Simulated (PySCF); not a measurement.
**Si⁺ (silicon, charge +1) across methods**

[Ne] 3s2 3d1, 2D determinant (an excited configuration). Calculation: PySCF 2.14, in dyall-av3z (19s12p3d2f, 84 functions); the spin-free X2C one-electron Hamiltonian (Gaussian nucleus). The B2PLYP total includes its PT2 part (frozen core); its orbital energies are those of the SCF part.

```tsv
method	E (hartree)	mean ε 3s α (eV)	mean ε 3s β (eV)	mean ε 3d α (eV)	Σ⟨r²⟩ (bohr²)	⟨S²⟩
TPSSh	-289.3828	-21.879	-21.464	-5.749	29.79	0.751
UHF	-288.84838	-25.446	-25.102	-6.762	33.44	0.751
B2PLYP	-289.2593	-23.674	-23.369	-6.242	31.59	0.750
PBE	-289.2386	-21.383	-20.974	-5.594	29.76	0.751
HSE06	-289.2686	-22.203	-21.837	-5.675	30.38	0.751
LDA	-288.2112	-21.616	-21.193	-5.417	30.21	0.750
PBE0	-289.2509	-22.580	-22.208	-6.023	30.30	0.751
r2SCAN	-289.3358	-21.448	-21.246	-5.588	29.83	0.751
```

Q: Estimate the same row for LC-wPBE.

A: E (hartree) = -289.2520; mean ε 3s α (eV) = -25.403; mean ε 3s β (eV) = -25.048; mean ε 3d α (eV) = -7.452; Σ⟨r²⟩ (bohr²) = 30.14; ⟨S²⟩ = 0.750.

The outer electron is Rydberg-like, and this basis confines it to a smaller radius and binds it less than a complete one would.
